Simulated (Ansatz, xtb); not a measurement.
## C6H8OS: which of two isomers lies lower

Structure a: `CSCc1ccoc1`, a singlet. Structure b: `C=C1CC[C@H](S)C1=O`, a singlet. Both are isolated molecules in the gas phase, relaxed with PBE0-D3(BJ)/def2-SVP; each stands in its lowest conformer found.

Estimate E(b) − E(a) at the level CCSD(T)/def2-SVP + ΔMP2/def2-TZVPP.

Calculated at CCSD(T)/def2-SVP + ΔMP2/def2-TZVPP: E(b) − E(a) = −6.3 kcal/mol, so structure b lies lower.

Level by level:

```
                             level              geometry  E(b) − E(a) (kcal/mol)  departure from the last row (kcal/mol)  job, with rough time for the two
                          GFN2-xTB              GFN2-xTB                      +6.3                                   +12.7              optimisation, 0.23 s
                         HF/STO-3G              GFN2-xTB                      +8.4                                   +14.7              single point, 0.48 s
                r2SCAN-D4/def2-SVP              GFN2-xTB                      −6.2                                    +0.2                 single point, 5 s
              PBE0-D3(BJ)/def2-SVP  PBE0-D3(BJ)/def2-SVP                      −5.7                                    +0.7                optimisation, 59 s
                       HF/def2-SVP  PBE0-D3(BJ)/def2-SVP                     −11.4                                    −5.1           part of the CCSD(T) run
                      MP2/def2-SVP  PBE0-D3(BJ)/def2-SVP                      −8.0                                    −1.6           part of the CCSD(T) run
                  CCSD(T)/def2-SVP  PBE0-D3(BJ)/def2-SVP                     −10.8                                    −4.4                      single point
CCSD(T)/def2-SVP + ΔMP2/def2-TZVPP  PBE0-D3(BJ)/def2-SVP                      −6.3                                                     single point, 1.9 min
```

As drawn, b has 1 C=C, 4 C–C, 1 C=O, 1 S–H in place of 1 C–S, 3 C∷C, 2 C∷O, 1 C–H (∷ is an aromatic bond). Structure a has a 5-membered ring (with an aromatic ring), b a 5-membered ring.

GFN2-xTB, HF/STO-3G put the two in the other order. The largest departure from CCSD(T)/def2-SVP + ΔMP2/def2-TZVPP is that of HF/STO-3G, 14.7 kcal/mol. The last row adds to CCSD(T) the change of the MP2 difference between the two basis sets, here +4.4 kcal/mol, a large step that makes the value less sure.

With thermal terms from frequencies at re-optimised GFN2-xTB minima (ideal gas, soft modes damped towards free rotors, one conformer each, 298.15 K, 1 atm): on the last row, ΔE + ΔZPE = −7.6, ΔH = −7.7, ΔG = −7.2 kcal/mol.

The correlated steps freeze 12 core orbitals. Mirror images aren't counted in ΔG. Run with Ansatz 0.2.0, xtb 6.7.1; the last row on 4 threads of Arm Neoverse V1 on a shared host.
